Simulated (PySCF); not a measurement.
All values below come from PySCF with B3LYP-D3(BJ)/def2-TZVP. All species are isolated molecules in the gas phase. One relaxed conformer stands for a flexible species; it need not be the lowest. B3LYP has the VWN-RPA correlation part, as in Gaussian. 

Reference species (SMILES): `C1=C[SiH2][SiH2]1` (neutral, multiplicity 1).

The HOMO–LUMO gap comes out as 6.58 eV, the LUMO is -0.92 eV and the HOMO comes out as -7.50 eV.

After one change: the HOMO–LUMO gap drops by 3.25 eV; the LUMO falls by 1.32 eV; the HOMO rises by 1.93 eV.

**Question.** Name the change that produced these shifts. The new species is one of these.
A) `C=[SiH]C=[SiH2]` (C–Si–C–Si torsion 180°)
B) `[SiH2]=C1C[SiH2]1`
C) `[SiH2]=CC=[SiH2]` (Si–C–C–Si torsion 180°)

**Answer.** A, `C=[SiH]C=[SiH2]` (C–Si–C–Si torsion 180°)
